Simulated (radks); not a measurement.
Problem. All-electron atom: Ga18+ in [Ne] 3s2 3p1 (the NIST ground configuration). Method: scalar-relativistic Kohn-Sham, LB94 model potential, spin-polarised, spherical densities, finite nucleus; open shells are filled with parallel spins first; Fermi nuclear charge, rms radius 3.9973 fm; computed with a radial shooting solver on a logarithmic mesh with Libxc functionals. Some entries of the table are withheld. Estimate them.

| orbital | occ. | eigenvalue (eV) | <1/r> (bohr^-1) | r(max) (bohr) |
|---|---|---|---|---|
| 1s down | 1 | -11034.57 | 31.35 | 0.03178 |
| 1s up | 1 | -11034.43 | 31.35 | 0.03178 |
| 2s up | 1 | (1) | 6.925 | 0.1815 |
| 2s down | 1 | (2) | 6.917 | 0.1817 |
| 2p up | 3 | -1824.239 | 6.806 | 0.1453 |
| 2p down | 3 | -1823.575 | 6.800 | 0.1454 |
| 3s up | 1 | -726.0772 | 2.667 | 0.5104 |
| 3s down | 1 | -723.4796 | 2.680 | 0.5090 |
| 3p up | 1 | -677.3598 | 2.599 | 0.4953 |
| 3p down | 0 | -675.1328 | 2.613 | 0.4934 |

Solution. 
(1) 2s up eigenvalue (eV): -1982.114
(2) 2s down eigenvalue (eV): -1982.056
